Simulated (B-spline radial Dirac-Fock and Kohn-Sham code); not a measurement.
# Relativistic shifts of the levels of Hf⁵⁺

System: hafnium as Hf⁵⁺, [Xe] 4f13.

Both columns are ΔSCF binding energies of the configuration average from a radial finite-basis atomic code: non-relativistic Hartree-Fock with a point nucleus, and Dirac-Fock with a finite nucleus and the Coulomb interaction alone, averaged over the two j levels with weights 2j+1.

```tsv
shell	Hartree-Fock (eV)	Dirac-Fock (eV)	shift (eV)	shift (%)
1s	60722.7	65736.4	+5013.69	+8.26
2s	10073.0	11395.6	+1322.58	+13.13
2p	9624.3	10060.9	+436.61	+4.54
3s	2368.7	2692.7	+324.01	+13.68
3p	2162.2	2282.6	+120.40	+5.57
3d	1781.2	1765.1	-16.05	-0.90
4s	543.5	622.1	+78.55	+14.45
4p	457.2	484.4	+27.28	+5.97
4d	300.7	296.4	-4.27	-1.42
4f	99.18	90.85	-8.33	-8.40
5s	127.0	139.9	+12.87	+10.14
5p	98.25	101.4	+3.14	+3.20
```

Relativity binds 1s, 2s, 2p, 3s, 3p, 4s, 4p, 5s, 5p more strongly, among those listed most of all 4s in relative terms, and 3d, 4d, 4f more weakly, because the contracted s and p shells screen the nucleus better.

Values without a named source are computed, but for edge energies of neutral atoms, which are taken from tables.
